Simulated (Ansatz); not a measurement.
Task: Name a neutral molecule of C, P, S, Si and H with HOMO–LUMO gap (PBE0/def2-TZVPP) between 6.85 and 7.15 eV and LUMO energy (PBE0/def2-TZVPP) between -0.70 and -0.40 eV (Ansatz, PBE0-D4/def2-TZVP geometry).

Result: `C[SiH2]SP` (6.88 eV, -0.48 eV). Other molecules can fit too; these were computed, each in one conformer that needn't be the lowest.
